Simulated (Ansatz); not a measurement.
Geometry optimisation, Ansatz 0.2.0, RKS BHLYP-D4/cc-pVDZ.

The input (input.yaml):

```yaml
crystal:
  periodic: [false, false, false]
  atoms:
    - { symbol: B, position_ang: [-0.034007, -0.424959, -0.096976] }
    - { symbol: Cl, position_ang: [0.052072, -0.838896, 1.691771] }
    - { symbol: O, position_ang: [1.092959, -0.352111, -0.815472] }
    - { symbol: H, position_ang: [1.881043, -0.518258, -0.303103] }
    - { symbol: O, position_ang: [-1.226095, -0.247195, -0.679696] }
    - { symbol: H, position_ang: [-1.958549, -0.332674, -0.075498] }
    - { symbol: H, position_ang: [0.03029, 1.910608, 0.443102] }
    - { symbol: H, position_ang: [0.078685, 1.675086, 1.115773] }
basis:
  gaussian: { orbitals: cc-pVDZ }
hamiltonian:
  xc: { name: BHLYP }
  dispersion: d4
relax:
  f_tol: 0.03
  max_steps: 50
output:
  orbitals: {}
```

Launched with:

```bash
$ ansatz run input.yaml --threads 1 --pin off --max-ram 2048MiB --backend cpu --events-out ev --progress --plain --runs-dir out
```

Q: Where does it end, and by what steps?

A: It converged. The force dipped under the threshold on the way, but the program's further checks kept it going. After 7 steps the energy has fallen by 0.167 eV; H7 moved furthest, 0.54 Å.

```tsv
step	energy less start (eV)	largest force component (eV/Å)	accepted
0	0.0000	1.479	yes
1	-0.1259	0.489	yes
2	-0.0995	1.159	no
3	-0.1510	0.191	yes
4	-0.1607	0.135	yes
5	-0.1655	0.038	yes
6	-0.1664	0.025	yes
7	-0.1668	0.012	yes
```

```xyz
8
Properties=species:S:1:pos:R:3
B -0.039 -0.611 -0.127
Cl 0.040 -1.099 1.603
O 1.087 -0.486 -0.843
H 1.876 -0.678 -0.341
O -1.226 -0.377 -0.707
H -1.964 -0.493 -0.114
H 0.038 2.438 0.552
H 0.105 2.176 1.256
```

Time of the run: 28 s on 1 thread of Arm Neoverse V2, on a shared host, peak memory 0.15 GiB.
